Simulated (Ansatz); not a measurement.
Reaction (ligand exchange at the Sn–C bond): `N#[C][Sn]([F])([F])[Cl]` + HCl → `[F][Sn]([F])([Cl])[Cl]` + `C#N`

Computed with Ansatz on PBE0-D4/def2-TZVP structures; ΔE is electronic, products minus reactants. CCSD(T)/CBS adds triple-zeta CCSD(T) − MP2 to the extrapolated MP2 energy (def2 sets, frozen cores). This one scheme is used for every species. DFT in def2-TZVPP. def2 core potentials past Kr. For Sn outer-core shells are correlated without core-valence functions, which leaves a few kJ/mol of doubt a bond.

`N#[C][Sn]([F])([F])[Cl]`:

```xyz
6

N    -1.170    2.376   -0.507
C    -0.684    1.352   -0.307
Sn    0.211   -0.479    0.081
F     0.838   -1.201   -1.543
F    -1.106   -1.674    0.703
Cl    1.911   -0.374    1.574
```

HCl:

```xyz
2

Cl    0.547    0.205   -0.261
H    -0.547   -0.205    0.261
```

`[F][Sn]([F])([Cl])[Cl]`:

```xyz
5

F     1.631    0.916   -0.384
Sn    0.034   -0.015   -0.006
F     0.513   -1.839    0.038
Cl   -0.728    0.608    2.041
Cl   -1.450    0.330   -1.689
```

`C#N`:

Z-matrix (Å, degrees):
```
C
N 1 1.146
H 1 1.069 2 180.0
```

CCSD(T)/CBS gives -18.9 kcal/mol.

Problem. Another level gave -20.5 kcal/mol. Which?
A. RPA@PBE/def2-TZVPP
B. SCS-MP2/def2-TZVPP
C. r2SCANh/def2-TZVPP
D. LC-ωPBE/def2-TZVPP

Solution. C. r2SCANh -20.5, SCS-MP2/def2-TZVPP -17.2, LC-ωPBE -18.8, RPA@PBE/def2-TZVPP -15.5 kcal/mol.

Largest T1 diagnostic among the species: 0.014.

Leaving LDA and LC-ωPBE aside and taking each functional with its dispersion term where it has one, the values, not all of them listed here, spread over 1.7 kcal/mol, from BHLYP-D4 to PBE-QIDH. At CCSD(T), def2-SVP lies +0.9 kcal/mol from the extrapolated value and def2-TZVPP +2.1 kcal/mol. In def2-TZVPP, CCSD(T) changes the Hartree–Fock value by +3.9 kcal/mol (the triples alone add +0.3 kcal/mol) and MP2 by +3.3 kcal/mol.

CCSD(T)/CBS has its own doubt, a few kJ/mol and more with outer-core shells, so smaller differences from it don't rank the levels.
